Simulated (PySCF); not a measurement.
## Spin states of GaS

Unrestricted PBE0; Ga 6-31G(d,p), S 6-31G(d,p); no relativity (PySCF 2.14). Outer shells of the fragments: Ga 3d10 4s2 4p1; S 3s2 3p4.

Followed along the bond (rough minima from three points):

```tsv
2Ms+1	unpaired	⟨S²⟩ at the start	R at minimum (Å)	Te (eV)
2	σ ↑	0.76	2.08	0.00
2	π ↑	0.75	2.34	0.27
4	σ ↑, π ↑↑	3.76	2.33	2.99
```

Solutions found at the starting distance of 2.190 Å, counted from the lowest of them; the search is not exhaustive and high or unbound solutions are not listed, so other states can lie among these:

| 2Ms+1 | unpaired | term | E (eV) | ⟨S²⟩ | ⟨Lz²⟩ | μ (D) |
| --- | --- | --- | --- | --- | --- | --- |
| 2 | σ ↑ | ²Σ⁺ | 0.00 | 0.76 | 0.00 | -3.62 |
| 2 | π ↑ | ²Π | 0.27 | 0.75 | 1.01 | -0.96 |
| 4 | σ ↑, π ↑↑ | mixed | 2.96 | 3.76 | 2.01 | -0.37 |
| 4 | σ ↑, π ↑↑ | mixed | 3.20 | 3.76 | 2.01 | -0.44 |
| 2 | σ ↑, π ↑↓ | mixed | 3.38 | 1.76 | 2.01 | -0.57 |
| 4 | π ↑↑↑ | ⁴Π | 4.85 | 3.76 | 1.00 | 4.41 |
| 4 | σ ↑↑, π ↑ | ⁴Π | 5.70 | 3.75 | 1.01 | 0.47 |
| 4 | σ ↑↑, π ↑ | ⁴Π | 6.05 | 3.76 | 1.00 | -1.91 |
| 4 | σ ↑↑↑ | ⁴Σ⁺ | 8.96 | 3.77 | 0.00 | -0.60 |

A term symbol is given only where ⟨S²⟩ and ⟨Lz²⟩ are close to those of a pure state; real π, δ and φ orbitals otherwise mix terms. A positive dipole means Ga(−)S(+).

Spin–orbit coupling is left out. Counting both spins, an empty level lies below a filled one in some of these solutions, because spin and occupation are held.
